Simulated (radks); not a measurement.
The niobium ion Nb2+ inside a hard spherical wall (all orbitals vanish at R), configuration held at [Kr] 4d3 and not refilled when levels cross. Calculated with a radial shooting solver on a logarithmic mesh with Libxc functionals: scalar-relativistic Kohn-Sham, PBEsol, spin-polarised, spherical densities, point nucleus; open shells are filled with parallel spins first (spin-orbit coupling, left out, can overturn this in heavy ions). Eigenvalues in eV for spin up, with the zero of energy where the potential of the charges vanishes at infinity; a dash marks a level that is unbound or too diffuse for the functional's potential to be trusted. A positive occupied level is held by the wall or, in an anion where self-interaction has pushed it up, behind a barrier. The pressure on the wall is -dE/dV.

R (bohr)  E (hartree)  kinetic (hartree)    e(3d)    e(4s)    e(4p)    e(4d)  e(5s, empty)  e(5p, empty)  pressure (GPa)
free      -3816.79995           3929.652  -213.93  -76.495  -52.599  -19.972       -17.415       -12.488               0
15        -3816.79995           3929.652  -213.93  -76.495  -52.599  -19.972       -17.415       -12.488        < 0.0001
12        -3816.79995           3929.652  -213.93  -76.495  -52.599  -19.972       -17.415       -12.488        < 0.0001
10        -3816.79995           3929.652  -213.93  -76.495  -52.599  -19.972       -17.415       -12.484        < 0.0001
8         -3816.79991           3929.652  -213.93  -76.492  -52.596  -19.969       -17.403       -12.416         0.00286
6         -3816.79796           3929.672  -213.82  -76.397  -52.506  -19.879       -17.091       -11.589           0.246
3.5       -3816.59233           3930.852  -209.87  -73.351  -49.589  -16.030        -5.318         5.344            78.0
3         -3816.21965           3932.798  -205.57  -70.302  -46.471  -11.519         8.164        21.980             326
2         -3810.29132           3958.142  -172.31  -44.024  -16.890   27.752        119.66        144.40           10200
1.5       -3789.69654           4027.093  -117.32   23.027   57.990   114.97        354.14        384.60           86100
